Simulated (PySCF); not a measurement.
Isomers of C4H13B2N, from PySCF, PBE0-D3(BJ)/def2-SVP geometry optimisation, gas phase. One conformer each, no zero-point energy, no frequencies.

Question: Which isomer lies lower at this level?
A. `BN(B)C(C)(C)C`: A = 3260, B = 2370, C = 1966 MHz, dipole 1.93 D
B. `[BH2:1][NH:2][BH:3][C:4]([CH3:5])([CH3:6])[CH3:7]` with B1–N2–B3–C4 180°: A = 4234, B = 1465, C = 1429 MHz, dipole 1.56 D

Answer: B. That is `BNBC(C)(C)C`, 16.2 kcal/mol below the other.

```tsv
SMILES	mapped SMILES	E (Eh)	relative (kcal/mol)	relative (kJ/mol)	dipole (D)
BNBC(C)(C)C	[BH2:1][NH:2][BH:3][C:4]([CH3:5])([CH3:6])[CH3:7]	-264.25499	0.0	0.0	1.56
BN(B)C(C)(C)C	[BH2:1][N:2]([BH2:3])[C:4]([CH3:5])([CH3:6])[CH3:7]	-264.22918	16.2	67.7	1.93
```

As drawn, the lower has an N–H bond, which the higher lacks.
